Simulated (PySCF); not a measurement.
Pinacolborane, SMILES CC1(OBOC1(C)C)C (C₆H₁₃BO₂), GFN2-xTB optimised geometry.

```
22

C     -1.14    -1.19     1.57
C     -1.06    -0.66     0.14
C     -1.30    -1.81    -0.83
O     -2.12     0.30     0.00
B     -1.58     1.54     0.00
O     -0.23     1.54     0.00
C      0.23     0.20    -0.14
C      1.39    -0.05     0.83
C      0.76     0.05    -1.57
H     -2.12    -1.64     1.73
H     -1.02    -0.38     2.29
H     -0.38    -1.95     1.75
H     -2.21    -2.33    -0.55
H     -1.41    -1.45    -1.85
H     -0.47    -2.51    -0.79
H     -2.22     2.51     0.00
H      1.10     0.20     1.85
H      2.22     0.59     0.55
H      1.70    -1.08     0.79
H     -0.04     0.27    -2.29
H      1.55     0.78    -1.73
H      1.15    -0.94    -1.75
```

Density from PBE0/def2-SVP in PySCF at that geometry.

Minimum of the electron density along straight lines between bonded atoms, close to the bond critical point (lines longer than 1.1 times the sum of covalent radii, or with two minima, are not listed):

```
bond    length / Å  ρ at the minimum / e bohr⁻³  ∇²ρ there / e bohr⁻⁵  position (fraction from the first atom)
------  ----------  ---------------------------  --------------------  ---------------------------------------
C1–C2        1.534                        0.246                 -0.57                                     0.49
C2–C3        1.528                        0.248                 -0.58                                     0.51
C2–O4        1.430                        0.249                 -0.46                                     0.35
O4–B5        1.354                        0.208                  1.16                                     0.67
B5–O6        1.354                        0.208                  1.16                                     0.33
C2–C7        1.575                        0.236                 -0.54                                     0.50
O6–C7        1.430                        0.249                 -0.46                                     0.65
C7–C8        1.528                        0.248                 -0.58                                     0.51
C7–C9        1.534                        0.246                 -0.57                                     0.51
C1–H10       1.088                        0.277                 -1.02                                     0.63
C1–H11       1.087                        0.277                 -1.02                                     0.62
C1–H12       1.086                        0.277                 -1.01                                     0.62
C3–H13       1.087                        0.277                 -1.02                                     0.63
C3–H14       1.085                        0.279                 -1.03                                     0.63
C3–H15       1.087                        0.276                 -1.01                                     0.62
B5–H16       1.162                          ___                   ___                                     0.43
C8–H17       1.085                        0.279                 -1.03                                     0.63
C8–H18       1.087                        0.277                 -1.02                                     0.63
C8–H19       1.087                        0.276                 -1.01                                     0.62
C9–H20       1.087                        0.277                 -1.02                                     0.62
C9–H21       1.088                        0.277                 -1.02                                     0.63
C9–H22       1.086                        0.277                 -1.01                                     0.62
```

Problem. Fill in the missing entries.

Solution. 
- B5–H16, ρ at the minimum / e bohr⁻³: 0.186
- B5–H16, ∇²ρ there / e bohr⁻⁵: -0.16
